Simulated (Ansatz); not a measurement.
The first iterations of a band of C₂H₄Se (7 atoms, charge 0, multiplicity 1).

All numbers below come from Ansatz 0.2.0, RKS B3LYP/def2-SVP.

```
movable images  : 9
climbing image  : yes
spring          : 5.0 eV/Å²
optimiser       : quadratic models (default)
start path      : through a guess of the saddle point
force threshold : 0.05 eV/Å
iteration limit : 60
end points      : relaxed
```

First end point:

```xyz
7
Properties=species:S:1:pos:R:3
C -0.896 0.422 -0.638
C 0.088 0.143 0.220
Se 0.979 -1.550 0.300
H -1.239 -0.290 -1.395
H -1.399 1.393 -0.604
H 0.415 0.871 0.968
H 2.113 -1.057 1.103
```

Last end point:

```xyz
7
Properties=species:S:1:pos:R:3
C -0.921 0.408 -0.612
C 0.147 0.177 0.156
Se 1.185 -1.431 0.077
H -1.312 -0.330 -1.320
H -1.443 1.368 -0.555
H 0.518 0.929 0.858
H 1.888 -1.188 1.351
```

| iteration | highest image above the first end (eV) | largest band force component (eV/Å) |
| --- | --- | --- |
| 1 | 0.315 | 3.312 |
| 2 | 0.065 | 0.666 |

Problem. Does the band converge within its limit, and where does its top end?

Solution. The run converged. It ended after 6 iterations with the highest image 0.000 eV above the first end. The top lies less than 8 meV above the higher end, about what the thresholds resolve: that end is a shoulder or a very shallow well. A vibrational analysis at the climbing image gives one clearly imaginary mode, 67i cm⁻¹: a first-order saddle point.

Run time: 2.7 min on 1 thread of Arm Neoverse V1, on a shared host, peak memory 0.17 GiB.
